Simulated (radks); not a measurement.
Values are calculated unless marked as measured or tabulated.
Task: Coherent X-ray form factor from a spherical all-electron density. Level of theory: scalar-relativistic Kohn-Sham, SCAN, spin-polarised, spherical densities, finite nucleus; meta-GGA in the generalised Kohn-Sham scheme; Fermi nuclear charge, rms radius of each element as measured or else 0.836 A^(1/3) + 0.57 fm (a radial shooting solver on a logarithmic mesh with Libxc functionals).

| sin(theta)/lambda (1/angstrom) | f0 (electrons) |
|---|---|
| 0.05 | 33.951 |
| 0.1 | 33.806 |
| 0.15 | 33.568 |
| 0.2 | 33.239 |
| 0.25 | 32.825 |
| 0.3 | 32.334 |
| 0.4 | 31.148 |
| 0.5 | 29.750 |
| 0.6 | 28.214 |
| 0.8 | 24.998 |
| 1 | 21.938 |
| 1.25 | 18.645 |
| 1.5 | 15.962 |
| 2 | 11.836 |

The species is in the configuration that NIST lists as its ground one. Which atom or ion scatters so?

Result: The dysprosium ion Dy32+, [Ar] 3d10 4s2 4p4. Extrapolating in s^2 from the first two rows gives f0(0) = 34.0, near the electron count 34; among species with that count, the fall with angle is slower the higher Z, and the table is that of Z = 66; from so few rows the species is fixed only to a neighbour or two.
